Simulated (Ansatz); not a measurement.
Calculated with Ansatz (gas phase, PBE0-D4/def2-TZVP geometries, no zero-point term in ΔE). CCSD(T)/CBS adds triple-zeta CCSD(T) − MP2 to the extrapolated MP2 energy (def2 sets, frozen cores). This one scheme is used for every species, atoms too. DFT in def2-TZVPP. B3LYP here is the variant with VWN-RPA as its local correlation; programs differ in this. HSE06 is defined as in plane-wave codes. Open shells (•) are unrestricted, without spin–orbit coupling. Spin–orbit coupling would lower the free atoms: a little for Cl. Bonds to Ge are less sure, by a few kJ/mol each and by 10 to 20 or more in all where they break to atoms, as the def2 sets lack core-valence functions. Scalar relativity is left out up to krypton.

Reaction (hydrogen abstraction from the O–H bond): `[OH][GeH3]` + Cl• → `[O][GeH3]`• + HCl

`[OH][GeH3]`:

Cartesian coordinates in Å:
```
O 1.021 -0.793 0.460
Ge -0.400 0.085 -0.162
H 1.744 -0.208 0.693
H -1.421 -1.014 -0.468
H -0.018 0.870 -1.432
H -0.926 1.060 0.910
```

`[O][GeH3]`•:

```xyz
5

O    -0.795   -1.328   -0.724
Ge    0.018    0.077    0.041
H    -0.410    0.184    1.512
H    -0.319    1.357   -0.739
H     1.505   -0.290   -0.091
```

HCl:

Z-matrix (Å, degrees):
```
Cl
H 1 1.279
```

| level | ΔE (kcal/mol) | difference from CCSD(T)/CBS |
| --- | --- | --- |
| LDA (SPW92) | 14.3 | -2.9 |
| r2SCAN-D4 | 11.6 | -5.6 |
| PBE0-D4 | 13.4 | -3.8 |
| B3LYP-D4 | 14.0 | -3.2 |
| r2SCANh-D4 | 12.0 | -5.2 |
| HSE06-D4 | 13.4 | -3.8 |
| B2PLYP | 16.4 | -0.8 |
| PBE-QIDH | 16.3 | -0.9 |
| PBE0 | 13.2 | -4.0 |
| B3LYP | 13.8 | -3.4 |
| HSE06 | 13.3 | -3.9 |
| LC-ωPBE | 16.0 | -1.2 |
| RPA@PBE/def2-TZVPP | 19.1 | 1.9 |
| HF/def2-TZVPP | 10.3 | -6.9 |
| SCS-MP2/def2-QZVPP | 20.6 | 3.4 |
| MP2/CBS(def2) | 22.0 | 4.8 |
| CCSD(T)/CBS | 17.2 | 0 |

Largest T1 diagnostic among the species: 0.015.

In def2-TZVPP, CCSD(T) changes the Hartree–Fock value by +6.7 kcal/mol (the triples alone add +0.1 kcal/mol) and MP2 by +11.5 kcal/mol. From r2SCAN to r2SCAN0 (25 % exact exchange), in def2-TZVPP and without D4, ΔE moves by +0.8 kcal/mol. Leaving LDA and LC-ωPBE aside and taking each functional with its dispersion term where it has one, the values, not all of them listed here, spread over 5.8 kcal/mol, from B97M-V to B2PLYP. LDA lies +2.1 kcal/mol from PBE without D4.

CCSD(T)/CBS has its own doubt, a few kJ/mol and more with outer-core shells, so smaller differences from it don't rank the levels.
